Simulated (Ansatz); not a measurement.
Basis sets compared for the cluster Si2Ge. Total charge 0; singlet. Geometry PBE0-D4/def2-TZVP. Ansatz on 4 threads of Arm Neoverse V2 on a shared host; times are rough, and most runs start from earlier orbitals.

```xyz
3

Si   -0.071   -0.933    0.609
Si   -1.398    0.516   -0.317
Ge    1.469    0.417   -0.292
```

The order of the spin states hangs on the level: the triplet lies 0.06 eV below the singlet at PBE0-D4/def2-TZVP, but 0.03 eV above it at PBE-D4/def2-TZVP. The structure comes from a short search, and lower isomers may exist.

| level | functions | energy (Eh) | HOMO (eV) | LUMO (eV) | wall time |
| --- | --- | --- | --- | --- | --- |
| PBE-D4/def2-SVP | 68 | -2654.8708 | -5.35 | -4.28 | 0.4 s |
| PBE-D4/def2-TZVP | 122 | -2655.3313 | -5.30 | -4.23 | 0.7 s |
| r2SCAN-D4/def2-TZVP (with forces) | 122 | -2655.8550 | -5.51 | -4.27 | 1.9 s |
| PBE0-D4/def2-SVP | 68 | -2654.9602 | -6.27 | -3.66 | 0.5 s |
| PBE0-D4/def2-TZVP | 122 | -2655.4190 | -6.19 | -3.59 | 1 s |

Problem. Estimate the rows for PBE-D4/def2-TZVPD, r2SCAN-D4/def2-TZVPD, PBE0-D4/def2-TZVPD.

Solution. 
```tsv
level	functions	energy (Eh)	HOMO (eV)	LUMO (eV)	wall time
PBE-D4/def2-TZVPD	140	-2655.3324	-5.33	-4.27	0.9 s
r2SCAN-D4/def2-TZVPD	140	-2655.8559	-5.52	-4.28	2.2 s
PBE0-D4/def2-TZVPD	140	-2655.4199	-6.21	-3.61	1.4 s
```
